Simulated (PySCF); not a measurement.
SiHCl3, SMILES Cl[SiH](Cl)Cl. Atoms are numbered in the order given.

```xyz
5

Si     0.0000     0.0000     0.5114
Cl    -1.6808    -0.9704    -0.1796
Cl     0.0000     1.9408    -0.1796
Cl     1.6808    -0.9704    -0.1796
H      0.0000     0.0000     1.9997
```
Charge 0, spin multiplicity 1.

The structure is a stationary point at PBE-D3(BJ)/def2-SVP. The isomer is the one that the SMILES or the coordinates give; other isomers of the formula were not compared.

The numbers are results of PBE/pcSseg-2 in PySCF, not measurements.

GIAO shieldings, no solvent; atoms alike by connectivity are averaged. δ = σ(ref) − σ: ²⁹Si against TMS (σ = 324.1 ppm); ³⁵Cl against HCl (σ = 936.5 ppm); ¹H against TMS (σ = 31.47 ppm), references at their B3LYP-D3(BJ)/def2-TZVP geometries, non-relativistic (without spin–orbit terms, shifts of atoms bonded to Cl or Br come out too high).

```
atoms          nucleus  count  δ (ppm)
-------------  -------  -----  -------
Si1               ²⁹Si      1     14.2
Cl2, Cl3, Cl4     ³⁵Cl      3        ?
H5                  ¹H      1     7.01
```

Problem. Complete the blanks. (Estimate from the structure and the level; the computed values follow.)

Solution. 
- Cl2, Cl3, Cl4, δ (ppm): 180.9
